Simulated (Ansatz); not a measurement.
`C[O][Al]([OH])[Cl]` + HCl → `[OH][Al]([Cl])[Cl]` + CH₃OH at 400 K and 1 bar (ligand exchange at the Al–O bond).

Program: Ansatz. Geometries: PBE0-D4/def2-TZVP. ΔE: electronic, gas phase. CBS: MP2 limit from def2 TZ/QZ plus the TZ coupled-cluster correction, frozen cores. This one scheme is used for every species. Each species was taken in one conformer, which may not be the lowest.

```json
{"species": "`C[O][Al]([OH])[Cl]`", "CCSD(T)/CBS energy (Eh)": "-892.77869", "H − E (kJ/mol)": "185.4", "S (J/(mol·K))": "397.0"}
{"species": "HCl", "CCSD(T)/CBS energy (Eh)": "-460.38127", "H − E (kJ/mol)": "29.6", "S (J/(mol·K))": "195.4"}
{"species": "`[OH][Al]([Cl])[Cl]`", "CCSD(T)/CBS energy (Eh)": "-1237.55309", "H − E (kJ/mol)": "70.3", "S (J/(mol·K))": "347.5"}
{"species": "CH₃OH", "CCSD(T)/CBS energy (Eh)": "-115.61712", "H − E (kJ/mol)": "151.2", "S (J/(mol·K))": "252.6"}
```

H − E and S are ideal-gas, rigid-rotor, harmonic terms from PBE0-D4/def2-TZVP, for one conformer and one mirror image of each species. 1 Eh = 2625.50 kJ/mol, R = 8.31446 J/(mol·K).

Q: By hand: ΔE, ΔH, ΔS and ΔG.

A: ΔE = (-1237.55309) + (-115.61712) − (-892.77869) − (-460.38127) = -0.01025 Eh = -26.9 kJ/mol. Δ(H − E) = 70.3 + 151.2 − 185.4 − 29.6 = 6.5, so ΔH = -20.4 kJ/mol. ΔS = 347.5 + 252.6 − 397.0 − 195.4 = 7.7 J/(mol·K). ΔG = -20.4 − 400 × (7.7)/1000 = -23.5 kJ/mol.

Q: By hand: the equilibrium constant, and the temperature at which ΔG would vanish if ΔH and ΔS stayed fixed.

A: log₁₀ K = −ΔG/(RT ln 10) = 3.1. ΔH and −TΔS have one sign here, so there is no such temperature.

The number of gas molecules stays the same, so ΔS is small and ΔH decides. A doubt of 5 kJ/mol in ΔE shifts log₁₀ K by 0.7 here. Other conformers and mirror images would add mixing entropy, several J/(mol·K) or more a flexible species. These are equilibria of isolated gas molecules and say nothing of rates. Largest T1 diagnostic: 0.011 (customary marks: 0.02 for closed shells, 0.045 for open ones).

ΔS is within the doubt of such terms, so its sign, and with it that verdict, could turn.
